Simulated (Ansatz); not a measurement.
H4BrGeNO2 (SMILES [NH2][Ge]([OH])([OH])[Br]), singlet, geometry from GFN2-xTB, atoms displaced at random by about 0.08 Å a coordinate; PBE0/STO-3G, gradient (Ansatz, a program for electronic structure).

Ansatz was given this input:
Ansatz 0.2 input:
```yaml
crystal:
  periodic: [false, false, false]
  atoms:
    - {symbol: N, position_ang: [1.87452024, -0.19965284, -0.74330587]}
    - {symbol: Ge, position_ang: [0.32672382, 0.37046312, -0.32872632]}
    - {symbol: O, position_ang: [0.30154708, 1.90234095, -0.43023790]}
    - {symbol: O, position_ang: [-0.34262066, 0.02581002, -1.98634402]}
    - {symbol: Br, position_ang: [-0.91018417, -0.51595527, 1.27577402]}
    - {symbol: H, position_ang: [2.65254173, -0.39839824, -0.06003655]}
    - {symbol: H, position_ang: [1.98276103, -1.13257794, -1.49854010]}
    - {symbol: H, position_ang: [1.02365902, 2.50842613, -0.58021088]}
    - {symbol: H, position_ang: [-1.34373898, 0.11686619, -2.10374761]}
basis:
  gaussian:
    orbitals: STO-3G
hamiltonian:
  xc: pbe0
output: {forces: true}
```

The log (banner, timings and long lists left out):

```
Functional definition: PBE0
639 factors; integrals over basis functions are off by at most 3.7e-5 eV
mean field evaluation 1: about -130696.6311 eV, gradient 4.4e1 eV
mean field evaluation 2: about -130697.0719 eV, gradient 4.1e1 eV
mean field evaluation 4: about -130702.4635 eV, gradient 1.9e0 eV
mean field evaluation 8: about -130702.4651 eV, gradient 2.3e-2 eV
mean field -130702.46507552 eV, -4803.2269982124 hartree, gradient 3.8e-5 eV, S^2 0.000000; 0 other end points of the search recorded, 0 dependent functions left out
the calculation of the forces begins
reference -130702.46509340 eV, -4803.2269988698 hartree; 47, 47 occupied and 8, 8 virtual orbitals, 639 factors
Total energy: -130702.46509340 eV, -4803.2269988698 hartree
Atom 0 at     1.874520    -0.199653    -0.743306 Å, force     2.470543    -4.934465    -2.548464 eV/Å
Atom 1 at     0.326724     0.370463    -0.328726 Å, force    -0.061605    -2.741361    -3.660548 eV/Å
Atom 2 at     0.301547     1.902341    -0.430238 Å, force    -2.109338     3.087595     1.146586 eV/Å
Atom 3 at    -0.342621     0.025810    -1.986344 Å, force     0.356985    -0.778434     0.177237 eV/Å
Atom 4 at    -0.910184    -0.515955     1.275774 Å, force    -0.715940    -0.419313     1.178443 eV/Å
Atom 5 at     2.652542    -0.398398    -0.060037 Å, force    -0.671228     0.355918    -0.154681 eV/Å
Atom 6 at     1.982761    -1.132578    -1.498540 Å, force    -0.961443     4.125617     3.182419 eV/Å
Atom 7 at     1.023659     2.508426    -0.580211 Å, force     1.718053     1.143613    -0.092360 eV/Å
Atom 8 at    -1.343739     0.116866    -2.103748 Å, force    -0.026027     0.160830     0.771369 eV/Å
Dipole moment:     0.355856     0.090303     0.097945 e Å
```
